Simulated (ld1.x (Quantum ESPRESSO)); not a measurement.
Mn: one change to an RRKJ potential, before and after

```
Element                 : manganese
Generator               : ld1.x (Quantum ESPRESSO) 7.5
Type                    : norm-conserving RRKJ (Kleinman–Bylander form)
Functional              : LDA (PZ)
Relativity              : fully relativistic
Frozen core             : [Ar]
Valence charge          : 7
Reference configuration : 3d5 4s2 4p0
Partial waves           : 4s (bound): rc 2.40 bohr; 4p (bound, empty): rc 3.70 bohr; 3d (bound): rc 1.90 bohr; 4f channel at 0.25 Ry: rc 3.35 bohr
Local potential         : all-electron potential smoothed inside 3.10 bohr (lloc = -1)
Core correction         : none
rho0                    : 0.02
```

Open shells are filled in proportion to 2j + 1 (rel_dist='average').

All-electron outer shells of the reference configuration (LDA (PZ), scalar-relativistic, ld1.x):

```json
{"shell": "3s", "level (eV)": "-85.40", "outermost node (bohr)": "0.34", "outermost maximum (bohr)": "0.74"}
{"shell": "3p", "level (eV)": "-54.49", "outermost node (bohr)": "0.31", "outermost maximum (bohr)": "0.75"}
{"shell": "3d", "level (eV)": "-7.01", "outermost node (bohr)": "–", "outermost maximum (bohr)": "0.75"}
{"shell": "4s", "level (eV)": "-5.29", "outermost node (bohr)": "1.06", "outermost maximum (bohr)": "2.47"}
{"shell": "4p", "level (eV)": "-1.47", "outermost node (bohr)": "1.16", "outermost maximum (bohr)": "3.38"}
```

Change: local potential all-electron potential smoothed inside 3.28 bohr (lloc = -1).

Cutoffs: the cutoffs (Ry, on a coarse ladder) from which the occupation-weighted sum of valence levels, in a spherical-Bessel basis at the reference potential, stays within 10 and 1 mRy of its value at 400 Ry; they do not see the model core or the augmentation charge, which bear on the density cutoff. Errors are all-electron minus pseudo energies relative to the spin-unpolarised reference configuration.

Task: Predict the effect on cutoff, ghosts and configuration errors.

Result: The potential gets neither clearly harder nor softer (50 Ry and 70 Ry → 50 Ry and 70 Ry); of the 7 tests that both files solve, the error grows in 3 and shrinks in 0 by more than 15 % and 0.3 meV (median size 25.9 → 24.5 meV); neither file shows a bound ghost. The local part now departs from the all-electron potential out to 3.28 bohr, far beyond the d radius of 1.90 bohr, and whatever the projectors do not describe feels it: the likely cause.

| quantity | base | changed |
| --- | --- | --- |
| cutoff, loose | 50 Ry | 50 Ry |
| cutoff, tight | 70 Ry | 70 Ry |
| bound ghosts | none | none |
| error for 3d5 4s1 4p0, meV [ΔE 8.65 eV] | +8.6 | +7.9 |
| error for 3d5 4s0 4p0, meV [ΔE 24.53 eV] | +58 | +56 |
| error for 3d4 4s0 4p0, meV [ΔE 57.34 eV] | -72 | -95 |
| error for 3d5 4s0 4p1, meV [ΔE 13.47 eV] | +26 | +25 |
| error for 3d5.5 4s1.5 4p0, meV [ΔE -0.51 eV] | -14 | -17 |
| error for 3d6 4s0 4p0, meV [ΔE 7.02 eV] | -41 | -48 |
| error for 3d5 4s0 4p2, meV [ΔE 8.08 eV] | +13 | +12 |
| s: phases at 4.00 bohr within 0.05 rad from the reference energy up to (Ry; the scan ends near 5) | 0.8 | 0.9 |
| p1/2: phases at 4.00 bohr within 0.05 rad from the reference energy up to (Ry; the scan ends near 5) | 1.3 | 1.3 |
| p3/2: phases at 4.00 bohr within 0.05 rad from the reference energy up to (Ry; the scan ends near 5) | 1.3 | 1.4 |
| d3/2: phases at 4.00 bohr within 0.05 rad from the reference energy up to (Ry; the scan ends near 5) | 0.2 | 0.2 |
| d5/2: phases at 4.00 bohr within 0.05 rad from the reference energy up to (Ry; the scan ends near 5) | 0.2 | 0.2 |
| f5/2: phases at 4.00 bohr within 0.05 rad from the reference energy up to (Ry; the scan ends near 5) | 2.9 | 2.9 |
| f7/2: phases at 4.00 bohr within 0.05 rad from the reference energy up to (Ry; the scan ends near 5) | 2.9 | 2.9 |
